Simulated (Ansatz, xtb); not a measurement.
# CH11NSi3: 7 structures ranked

7 gas-phase structures of CH11NSi3, found in a search over its isomers (lower ones may exist). Each was relaxed with GFN2-xTB; where two conformers were screened, the lower at r2SCAN-D4/def2-SVP//GFN2-xTB is listed:

A. `[SiH3]C[SiH2]N[SiH3]`, a singlet
B. `C[Si@H]([SiH3])N[SiH3]`, a singlet
C. `C[SiH2]N[SiH2][SiH3]`, a singlet
D. `C[SiH2]N([SiH3])[SiH3]`, a singlet
E. `CN([SiH3])[SiH2][SiH3]`, a singlet
F. `[SiH3]CN([SiH3])[SiH3]`, a singlet
G. `C[SiH2][SiH2]N[SiH3]`, a singlet

Task: Make a reasoned guess at their ranking by r2SCAN-D4/def2-SVP//GFN2-xTB single-point energy.

Result: Calculated order at r2SCAN-D4/def2-SVP//GFN2-xTB: D (0.0), A (11.2), B (12.5), C (12.8), G (14.1), E (30.8), F (34.8) kcal/mol. Less than 1 kcal/mol parts B and C, so the order within that pair means little.

Energies above the lowest of each column, in kcal/mol; the last columns are at r2SCAN-D4/def2-SVP geometries and were run for some of them only (a dash: not run or not comparable):

| structure | GFN2-xTB | HF/STO-3G | r2SCAN-D4/def2-SVP//GFN2-xTB | r2SCAN-D4/def2-SVP | CCSD(T)/def2-SVP + ΔMP2/def2-TZVPP |
| --- | --- | --- | --- | --- | --- |
| D | 0.0 | 0.0 | 0.0 | 0.0 | 0.0 |
| A | 18.4 | 10.9 | 11.2 | 12.2 | – |
| B | 25.0 | 8.6 | 12.5 | 12.1 | – |
| C | 24.5 | 8.0 | 12.8 | 11.4 | 15.4 |
| G | 24.3 | 10.0 | 14.1 | – | – |
| E | 21.6 | 23.3 | 30.8 | – | – |
| F | 14.9 | 28.3 | 34.8 | – | – |

Every level run on D puts it lowest or level with the lowest. Flexible structures stand in one conformer each, not always the lowest. Frequencies (r2SCAN-D4/def2-SVP) were run for C, D alone. ΔMP2 is the change of the MP2 energy from the smaller to the larger basis.

Over these structures GFN2-xTB departs from r2SCAN-D4/def2-SVP//GFN2-xTB by 9.8 kcal/mol on average once a common shift is removed. A GFN2-xTB relaxation took about 1.2 s and the r2SCAN-D4/def2-SVP//GFN2-xTB energy about 7.8 s on a shared host (Ansatz 0.2.0, xtb 6.7.1).
